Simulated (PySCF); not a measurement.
C3H10OSi2, SMILES C[Si](C)([SiH3])C=O. Geometry: PBE-D3(BJ)/def2-SVP. The structure was generated by enumeration, and PubChem lists no compound with its InChIKey, so it may never have been made. Other conformers were not sampled.

Problem. Give the equilibrium geometry at PBE-D3(BJ)/def2-SVP (PySCF confirms it by a frequency run) as bond lengths and angles. (An estimate is asked for; the answer gives what the named calculation found.)

Solution. Several could match; the one computed here: 
Atoms: C1 Si2 C3 Si4 C5 O6 H7 H8 H9 H10 H11 H12 H13 H14 H15 H16. Bonded distances (Å): C1–Si2 1.896, C1–H7 1.109, C1–H8 1.110, C1–H9 1.109, Si2–C3 1.888, Si2–Si4 2.359, Si2–C5 1.947, C3–H10 1.107, C3–H11 1.109, C3–H12 1.109, Si4–H13 1.508, Si4–H14 1.506, Si4–H15 1.509, C5–O6 1.220, C5–H16 1.142. Angles (°): Si2–C1–H7 110.9, Si2–C1–H8 110.7, Si2–C1–H9 111.1, H7–C1–H8 108.2, H7–C1–H9 107.8, H8–C1–H9 108.0, C1–Si2–C3 114.3, C1–Si2–Si4 109.8, C1–Si2–C5 109.6, C3–Si2–Si4 111.6, C3–Si2–C5 106.0, Si4–Si2–C5 105.1, Si2–C3–H10 113.0, Si2–C3–H11 107.8, Si2–C3–H12 110.3, H10–C3–H11 109.1, H10–C3–H12 108.5, H11–C3–H12 107.9, Si2–Si4–H13 110.6, Si2–Si4–H14 110.8, Si2–Si4–H15 110.5, H13–Si4–H14 108.4, H13–Si4–H15 108.0, H14–Si4–H15 108.4, Si2–C5–O6 121.8, Si2–C5–H16 118.4, O6–C5–H16 119.8.
Charge 0, spin multiplicity 1.
